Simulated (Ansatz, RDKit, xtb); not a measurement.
Noncovalent pair: HCl (SMILES Cl) (first 2 atoms) with HBr (SMILES Br); geometry from B3LYP-D3(BJ)/def2-TZVP, rigid monomers moved along the line of their centres of mass till Cl1···H4 is 2.91 Å.
(charge 0, multiplicity 1):
```json
[
 {"atom": "Cl", "x (Å)": "0.5348", "y (Å)": "-0.4660", "z (Å)": "-0.2256"},
 {"atom": "H", "x (Å)": "0.8003", "y (Å)": "0.7857", "z (Å)": "-0.1236"},
 {"atom": "Br", "x (Å)": "0.1419", "y (Å)": "-0.2978", "z (Å)": "4.0669"},
 {"atom": "H", "x (Å)": "0.2198", "y (Å)": "-0.5805", "z (Å)": "2.6668"}
]
```

Monomers are frozen at their geometry in the pair; levels with a basis set take the counterpoise correction. RDKit's UFF carries no charges.

Programs: Ansatz (Gaussian orbitals); RDKit for the force fields; xtb for the GFN methods. Values without a source in brackets are computed.

Question: One of these levels gives -1.37 kcal/mol for the interaction energy. Which?
A. PBE/def2-TZVPPD
B. HF/def2-TZVPPD
C. GFN2-xTB
D. UFF

Answer: A, PBE/def2-TZVPPD. The others give -0.20 (UFF), -1.72 (GFN2-xTB), -0.52 (HF/def2-TZVPPD)

Ansatz is a first-principles code.
